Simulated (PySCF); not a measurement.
(E)-2-chloro-1-fluoroprop-1-ene (C₃H₄ClF), SMILES C/C(Cl)=C\F.

The structure is a stationary point at PBE0-D3(BJ)/def2-SVP.

These are TDDFT-ωB97X/def2-SVPD in PySCF values and carry that method's errors.

Vertical excitations. Isolated molecule, no solvent. State labels are in the subgroup Cs.

| state | symmetry | energy (eV) | λ (nm) | f | main pairs |
|---|---|---|---|---|---|
| S1 | A" | 6.41 | 193 | 0.001 | HOMO→LUMO+1 54 %, HOMO→LUMO+2 30 % |
| S2 | A' | 6.91 | 179 | 0.324 | HOMO→LUMO 98 % |
| S3 | A" | 7.49 | 165 | 0.000 | HOMO→LUMO+2 50 %, HOMO→LUMO+1 34 %, HOMO→LUMO+7 9 % |
| S4 | A" | 8.13 | 152 | 0.000 | HOMO−1→LUMO 94 % |
| S5 | A' | 8.21 | 151 | 0.002 | HOMO−1→LUMO+2 48 %, HOMO−1→LUMO+1 35 %, HOMO−1→LUMO+8 7 % |
| S6 | A" | 8.42 | 147 | 0.005 | HOMO→LUMO+4 50 %, HOMO→LUMO+3 22 %, HOMO→LUMO+6 10 % |
| S7 | A" | 8.57 | 145 | 0.015 | HOMO→LUMO+3 62 %, HOMO→LUMO+4 20 % |
| S8 | A' | 9.26 | 134 | 0.004 | HOMO→LUMO+5 90 % |
| S9 | A" | 9.28 | 134 | 0.025 | HOMO−2→LUMO+2 36 %, HOMO−2→LUMO+1 17 %, HOMO→LUMO+7 13 %, HOMO→LUMO+4 8 % |
| S10 | A" | 9.35 | 133 | 0.009 | HOMO−3→LUMO 29 %, HOMO→LUMO+7 28 %, HOMO−2→LUMO+2 6 %, HOMO−4→LUMO 5 % |
| T1 | A' | 4.16 | 298 | 0 | HOMO→LUMO 89 % |
| T2 | A" | 5.93 | 209 | 0 | HOMO→LUMO+1 43 %, HOMO→LUMO+2 35 %, HOMO→LUMO+8 10 % |
| T3 | A' | 7.46 | 166 | 0 | HOMO−1→LUMO+2 47 %, HOMO−1→LUMO+1 29 %, HOMO−1→LUMO+8 10 % |
| T4 | A" | 7.46 | 166 | 0 | HOMO→LUMO+1 44 %, HOMO→LUMO+2 40 % |
Triplets are in the Tamm–Dancoff approximation, which puts them higher than full response would, so one can lie above its singlet here.
